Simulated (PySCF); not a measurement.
Compound: C6H5N3.
SMILES: `c1ccc2[nH]nnc2c1`

A linear-response calculation (PySCF, def2-SVPD basis, gas phase, vertical, core orbitals frozen in the response) gave these numbers; the functional is withheld.

Orbital energies (eV): HOMO-3 -11.45, HOMO-2 -9.76, HOMO-1 -9.23, HOMO -8.91, LUMO 0.29, LUMO+1 1.68, LUMO+2 2.28.

| state | E (eV) | f | main configurations (H = HOMO, L = LUMO) |
| --- | --- | --- | --- |
| S1 | 5.08 | 0.069 | H→L (56%), H-1→L (26%), H→L+1 (8%) |
| S2 | 5.14 | 0.0049 | H-2→L (87%), H-2→L+3 (11%) |
| S3 | 5.46 | 0.105 | H-1→L (50%), H→L (34%), H→L+1 (13%) |
| S4 | 6.82 | 0.731 | H→L+1 (64%), H-1→L (20%) |
| S5 | 6.92 | 0.144 | H-1→L+1 (66%), H→L+3 (12%), H→L+1 (8%) |
| S6 | 6.94 | 0.0045 | H-4→L (59%), H-2→L+1 (25%) |

Triplets (Tamm–Dancoff): T1 3.66 eV, H→L (79%), H-1→L (11%); T2 4.18 eV, H-1→L (84%), H→L (12%); T3 4.31 eV, H-2→L (73%), H-2→L+3 (24%); T4 5.00 eV, H→L+1 (66%), H-1→L+1 (16%).

Vertical ionisation energy by ΔSCF with the same functional: 9.05 eV. Mean static polarisability: 87.2 au.

Problem. Name the functional.
A. HF
B. wB97X-D
C. B3LYP
D. PBE

Solution. B. wB97X-D is range-separated, 22% exact exchange at short range and 100% at long range (ω = 0.2 bohr⁻¹). In this run −ε(HOMO) = 8.91 eV differs from the ΔSCF value by -0.15 eV, and S1 differs from the orbital gap of 9.20 eV by -4.12 eV. The ratio −ε(HOMO)/IP is 0.98. Usual ranges for neutral molecules in this basis: 0.89 to 0.99 with wB97X-D, 0.5 to 0.7 with PBE, 0.67 to 0.83 with B3LYP; with Hartree–Fock the ratio is 1 or more (Koopmans' value less the relaxation energy is the ΔSCF value). The other options: PBE, a GGA without exact exchange; HF, time-dependent Hartree–Fock, 100% exact exchange; B3LYP, a global hybrid with 20% exact exchange.

The calculation used TDDFT wB97X-D/def2-SVPD, vertical, gas phase, core orbitals frozen in the response (PySCF). Geometry: PBE0-D3(BJ)/def2-SVP; no solvent, vibrations or thermal averaging.

Hardware: one thread, x86-64 server, shared host. Cost: 3.4 min.
